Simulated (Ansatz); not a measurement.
Frontier orbitals of `[OH][Zn][NH]B[SiH3]`.

```
atom   x (Å)   y (Å)   z (Å)
  O1  -0.899  -1.579  -2.616
 Zn2   0.076  -0.577  -1.525
  N3   1.314   0.485  -0.658
  B4   1.116   0.904   0.650
 Si5  -0.610   0.250   1.473
  H6  -1.721  -1.896  -2.238
  H7   2.161   0.779  -1.126
  H8   1.921   1.595   1.215
  H9  -0.485  -0.681   2.629
 H10  -1.614   1.290   1.832
 H11  -1.258  -0.570   0.364
```

The species carries charge 0 and has multiplicity 1. For Zn the d shell is correlated and the shells below it are frozen. Scalar relativity is left out up to krypton. The structure was optimised at the PBE0-D4/def2-TZVP level. It is one conformer, not always the lowest. Basis def2-TZVPP, Ansatz 0.2.0.

| functional | HOMO (eV) | LUMO (eV) |
| --- | --- | --- |
| r2SCAN0 | -7.94 | -0.59 |

(1) Give HOMO and LUMO (eV) with LDA (SPW92), PBE, revPBE, BLYP, r2SCAN, B97M-V, PBE0, B3LYP, r2SCANh, HSE06 (plane-wave form), BHLYP, CAM-B3LYP, LC-ωPBE, ωB97X-V, ωB97M-V, HF. (An estimate is asked.)

## Answers

(1) Ansatz gave: 
| functional | HOMO | LUMO |
| --- | --- | --- |
| LDA (SPW92) | -6.69 | -1.89 |
| PBE | -6.59 | -1.66 |
| revPBE | -6.51 | -1.56 |
| BLYP | -6.49 | -1.53 |
| r2SCAN | -6.82 | -1.41 |
| B97M-V | -6.94 | -1.49 |
| PBE0 | -7.78 | -0.72 |
| B3LYP | -7.61 | -0.96 |
| r2SCANh | -7.27 | -1.08 |
| HSE06 (plane-wave form) | -7.38 | -1.10 |
| BHLYP | -8.94 | 0.11 |
| CAM-B3LYP | -9.15 | 0.23 |
| LC-ωPBE | -10.47 | 1.50 |
| ωB97X-V | -10.13 | 1.29 |
| ωB97M-V | -9.94 | 0.92 |
| HF | -10.69 | 2.02 |

B3LYP here is the variant with VWN-RPA as its local correlation; programs differ in this. LC-ωPBE has ω = 0.4 bohr⁻¹. Positive LUMOs are unbound and depend on the basis.
